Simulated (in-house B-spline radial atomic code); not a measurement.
B97-1 excitations of Be

Method: B97-1. Computed with a B-spline radial code for spherical atoms: linear response of the closed shell [He] 2s2 with the functional's adiabatic kernel; non-relativistic, point nucleus, no spin-orbit coupling, no double excitations, S, P, D and F terms only.

Command:
```bash
python run_td.py task.json out
```
Settings (radii: box in bohr, nucleus in fm):
```
Z                        4
electrons                4
configuration            [He] 2s2
hamiltonian              nr
method                   b97_1
box_radius               75
intervals                51
```

Cost of the run: 0.2 s on 1 thread of Arm Neoverse N1, on a shared host.

The lowest states, in the order of their Tamm-Dancoff energies; the method's threshold (minus the highest occupied level) is 6.296 eV. Labels give the largest channel, * marks a mixed state, and oscillator strengths are full-response dipole values. Measured ¹D terms are left out, since they can mix with doubly excited terms. Semilocal kernels can invert the small singlet-triplet splittings of Rydberg terms. Energies in eV:

```tsv
state	full response	Tamm-Dancoff	oscillator strength	measured (J-weighted term)
2s → 2p 3P	2.409	2.664	-	2.725
2s → 2p 1P	4.917	5.180	1.34	5.277
2s → 3s 3S	?	?	-	?
2s → 3s 1S	5.914	5.920	-	6.779
2s → 3p 3P	?	?	-	-
```

Task: Where does 2s → 3s 3S lie?

Result: At 5.562 eV in full response, 5.578 eV in Tamm-Dancoff; measured 6.457 eV.

Task: Where does 2s → 3p 3P lie?

Result: At 6.010 eV in full response, 6.020 eV in Tamm-Dancoff.

Task: How large is the singlet-triplet splitting of 2s → 2p (P terms) in Tamm-Dancoff?

Result: 2.52 eV, from the unrounded values.

Task: What polarisabilities and dispersion coefficient does the method give?

Result: Dipole 42.86 bohr³, quadrupole 341.7 bohr⁵, C6 256.7 hartree·bohr⁶ for two such species. Recommended dipole value: 37.74 ± 0.03 bohr³ (Schwerdtfeger and Nagle, table of static dipole polarizabilities (2023 update)), which includes relativity and correlation.
